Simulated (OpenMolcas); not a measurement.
Nd IV: effect of the active space

* Program: OpenMolcas
* Method: CASSCF
* Basis: ANO-RCC-VQZP
* Scalar Hamiltonian: DKH2, point nucleus
* Spin-orbit coupling: RASSI with atomic mean-field integrals over the reference wave functions, term energies averaged over their components

A. 3 electrons in 7 orbitals (4f); 2S+1 = 4 odd, 35 roots; 2S+1 = 2 odd, 112 roots (105 in the spin-orbit step); cost about 60 core-seconds
B. 3 electrons in 14 orbitals (4f 5f); 2S+1 = 4 odd, 30 roots; 2S+1 = 2 odd, 43 roots; cost roughly 3 core-minutes

Energies in cm⁻¹ above 4f³ ⁴I°_9/2, the measured ground level; measured values from the list in Arab et al., J. Quant. Spectrosc. Radiat. Transfer 229, 145 (2019) and Gaigalas et al. (2019), from Wyart et al. (2007).

| Level | A | B | Measured |
| --- | --- | --- | --- |
| 4f³ ⁴I°_9/2 | 0.0 | 0.0 | 0.0 |
| 4f³ ⁴I°_11/2 | 1981 | 2008 | 1897 |
| 4f³ ⁴I°_13/2 | 4130 | 4180 | 3907 |
| 4f³ ⁴I°_15/2 | 6397 | 6450 | 5989 |
| 4f³ ⁴F°_3/2 | 15817 | 15580 | 11698 |
| 4f³ ⁴F°_5/2 | 16892 | 16660 | 12748 |
| 4f³ ⁴S°_3/2 | 17826 | 17596 | 13792 |
| 4f³ ⁴F°_7/2 | 17906 | 17674 | 13720 |
| 4f³ ⁴F°_9/2 | 19063 | 18773 | 14995 |
| 4f³ ⁴G°_5/2 | 23982 | 23630 | 17707 |
| 4f³ ²K°_13/2 | 24138 | 23541 | 20005 |
| 4f³ ⁴G°_7/2 | 25512 | 25059 | 19541 |
| 4f³ ²K°_15/2 | 26329 | 25995 | 22044 |
| 4f³ ⁴G°_9/2 | 27125 | 26643 |  |

Deviations, from unrounded energies. A percentage is the sum of absolute deviations over the sum of measured energies, with the sign that they share, or ± where signs differ.

```tsv
Against measurement	Levels	A	B
mean absolute deviation (cm-1)	12	3500	3300
fine structure of the ground term (%)	3	+6.1	+7.2
other terms of the ground configuration (%)	9	+28.2	+26.2
```

B lies closest to measurement on these levels. The largest miss of B in the table is 4f³ ⁴G°_5/2, by +5900 cm-1. The ranking rests on the paired levels alone, and a cruder setting can come out closer through cancelling errors.

The spin-orbit steps hold different terms of 4f³ (B lacks among others a ²D°, ²F°, a ²G°, a ²H°, ²I°), which shifts levels as well.

Between A and B the level of the table that moves most is 4f³ ²K°_13/2, by 600 cm-1 (lowest in B, highest in A).

High states are left out of the spin-orbit mixing, which shifts the levels that they would mix with. Without dynamic correlation excited terms often stand tens of per cent too high (terms of higher spin than the ground term too low), and those without a measured partner can miss by more than the paired ones. Active for correlation alone: 5f; no level in the range computed is led by a configuration that fills it, so any true level of that kind is missing (holds for B). Computed and measured levels are paired by configuration, term and J; levels that our copy of the source lacks, or whose pairing is in doubt (as where it misses far off the trend of its configuration), stay unpaired and out of the deviations. Only configurations of the active space appear. Levels that lie high or do not pair safely by name in every column are left out.

° marks odd parity.
